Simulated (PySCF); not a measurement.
Species: C2H6Al2Cl2.
SMILES: `C=[CH][AlH-]1[Cl+][AlH2-][Cl+]1`

Computed with PySCF at CAM-B3LYP/def2-SVPD, non-relativistic, on one gas-phase PBE0-D3(BJ)/def2-SVP geometry that isn't relaxed in the solvent. The solvent is an IEF-PCM continuum (van der Waals radii × 1.2), and excitations are vertical TDDFT with non-equilibrium linear response and a frozen core. The model holds no explicit solvent molecules, cavitation or dispersion.

Gas-phase singlets (H = HOMO, L = LUMO):

| state | E (eV) | λ (nm) | f | leading configuration |
| --- | --- | --- | --- | --- |
| S1 | 5.964 | 208 | 0.000 | H-1→L 61% |
| S2 | 6.682 | 186 | 0.000 | H-2→L 51% |
| S3 | 6.789 | 183 | 0.381 | H→L 86% |
| S4 | 7.298 | 170 | 0.002 | H-3→L 17% |
| S5 | 7.382 | 168 | 0.050 | H→L+4 29% |

Give the list for chloroform (ε = 4.711), n² = 2.09.

| state | E (eV) | λ (nm) | f | leading configuration | change by rank (eV) |
| --- | --- | --- | --- | --- | --- |
| S1 | 5.957 | 208 | 0.001 | H-1→L 63% | -0.007 |
| S2 | 6.691 | 185 | 0.518 | H→L 83% | +0.009 |
| S3 | 6.784 | 183 | 0.001 | H-2→L 51% | -0.005 |
| S4 | 7.321 | 169 | 0.013 | H→L+4 25% | +0.023 |
| S5 | 7.392 | 168 | 0.067 | H→L+4 20% | +0.010 |

How does the list change in dichloromethane (ε = 8.93)?

```csv
state,E (eV),λ (nm),f,leading configuration,change by rank (eV)
S1,5.957,208,0.001,H-1→L 63%,-0.007
S2,6.708,185,0.517,H→L 83%,+0.026
S3,6.816,182,0.001,H-2→L 50%,+0.027
S4,7.334,169,0.017,H→L+4 28%,+0.036
S5,7.406,167,0.064,H→L+4 17%,+0.024
```

How do the frontier levels move from gas to dichloromethane?

```json
{"orbital": "LUMO+2", "gas (eV)": "0.84", "solvent (eV)": "0.99", "change (eV)": "+0.15"}
{"orbital": "LUMO+1", "gas (eV)": "0.72", "solvent (eV)": "0.91", "change (eV)": "+0.19"}
{"orbital": "LUMO", "gas (eV)": "-0.12", "solvent (eV)": "0.15", "change (eV)": "+0.27"}
{"orbital": "HOMO", "gas (eV)": "-9.47", "solvent (eV)": "-9.29", "change (eV)": "+0.18"}
{"orbital": "HOMO-1", "gas (eV)": "-9.60", "solvent (eV)": "-9.41", "change (eV)": "+0.19"}
{"orbital": "HOMO-2", "gas (eV)": "-10.08", "solvent (eV)": "-9.94", "change (eV)": "+0.14"}
{"orbital": "HOMO-3", "gas (eV)": "-10.77", "solvent (eV)": "-10.60", "change (eV)": "+0.17"}
```

The HOMO–LUMO gap goes from 9.35 to 9.44 eV. Rows go by rank; for LUMO+1 and LUMO+2 the atom shares or the degeneracy differ between the runs, so the row needn't follow one orbital.

Rough CPU time on one thread of a shared machine: about 60 s. This is the whole response run at CAM-B3LYP/def2-SVPD in dichloromethane, SCF included.

The values belong to the conformer `[CH2:1]=[CH:2][AlH-:3]1[Cl+:4][AlH2-:5][Cl+:6]1`: C1–C2–Al3–Cl4 130°.
